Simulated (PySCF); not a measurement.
C3H6FNSi.

```xyz
12

F     -0.4376    -2.5406     0.0000
C      0.5705    -1.6552     0.0000
C      0.3538    -0.3446     0.0000
C      1.3608     0.8078     0.0000
N      0.3716     1.8939     0.0000
Si    -1.0504     0.8957     0.0000
H      1.5481    -2.1547     0.0000
H      2.0171     0.8026    -0.8955
H      2.0171     0.8026     0.8955
H      0.6417     2.8677     0.0000
H     -1.9463     0.9512     1.2000
H     -1.9463     0.9512    -1.2000
```
Charge 0, spin multiplicity 1.

Geometry optimised at r2SCAN-D4/def2-SVP. The structure was generated by enumeration; whether it is a known compound was not checked.

All values below come from B3LYP/pcSseg-1 (PySCF). Non-relativistic, no solvent.

Computed absolute GIAO shielding of each atom: isotropic value and principal components (ppm):
| atom | σ(iso) | σ11 | σ22 | σ33 | span |
|---|---|---|---|---|---|
| F1 | 272.6 | 161.6 | 279.5 | 376.7 | 215.1 |
| C2 | 19.0 | -87.5 | 71.3 | 73.3 | 160.7 |
| C3 | 55.2 | -33.9 | 69.2 | 130.3 | 164.2 |
| C4 | 121.7 | 102.5 | 112.2 | 150.4 | 47.9 |
| N5 | 241.7 | 187.6 | 247.7 | 289.9 | 102.3 |
| Si6 | 364.2 | 313.2 | 341.8 | 437.6 | 124.5 |
| H7 | 24.4 | 22.1 | 23.4 | 27.8 | 5.8 |
| H8 | 26.8 | 23.2 | 25.8 | 31.6 | 8.4 |
| H9 | 26.8 | 23.2 | 25.8 | 31.6 | 8.4 |
| H10 | 31.4 | 23.4 | 28.1 | 42.5 | 19.1 |
| H11 | 25.6 | 22.8 | 23.7 | 30.2 | 7.4 |
| H12 | 25.6 | 22.8 | 23.7 | 30.2 | 7.4 |
